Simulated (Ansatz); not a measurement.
CH₉NO₂Si₂ (`CO[Si](N)(O)[SiH3]`), relaxed with RKS PBE0-D4/def2-TZVP in Ansatz from a GFN2-xTB geometry. The force threshold is 0.005 eV/Å; the program also tests the step.

The species carries charge 0 and has multiplicity 1.

Start:

```xyz
15

C    -0.721   -0.513    2.007
O     0.448   -0.486    1.255
Si    0.592   -0.221   -0.352
N    -0.153   -1.577   -1.150
O     2.186   -0.274   -0.643
Si   -0.067    1.886   -0.980
H    -1.323   -1.391    1.756
H    -0.445   -0.560    3.061
H    -1.322    0.385    1.833
H    -1.113   -1.796   -0.939
H     0.001   -1.686   -2.140
H     2.707   -0.988   -0.282
H    -1.538    1.994   -1.055
H     0.413    2.272   -2.311
H     0.337    2.954   -0.058
```

(1) By how much does the energy fall, and how many steps does the optimiser take? (Best estimate.)

(2) Which bonds change most? (Best estimate.)

(3) Give the relaxed structure. (An estimate is asked.)

## Answers

(1) Ansatz gave: 0.16 eV, in 59 steps, 7 of them rejected.

(2) The calculation gave: Si3–Si6 from 2.295 to 2.349 Å; Si3–N4 from 1.741 to 1.703 Å; Si6–H14 from 1.467 to 1.491 Å; Si3–O5 from 1.622 to 1.643 Å.

(3) Ansatz gave: 
```xyz
15

C    -0.841   -0.498    1.937
O     0.413   -0.530    1.294
Si    0.621   -0.322   -0.324
N    -0.305   -1.443   -1.210
O     2.232   -0.561   -0.542
Si   -0.039    1.829   -1.000
H    -1.577   -1.114    1.410
H    -0.716   -0.888    2.949
H    -1.228    0.524    2.005
H    -0.120   -2.433   -1.150
H    -0.680   -1.195   -2.111
H     2.795   -0.328    0.200
H    -1.361    2.204   -0.424
H    -0.153    1.916   -2.483
H     0.959    2.839   -0.551
```
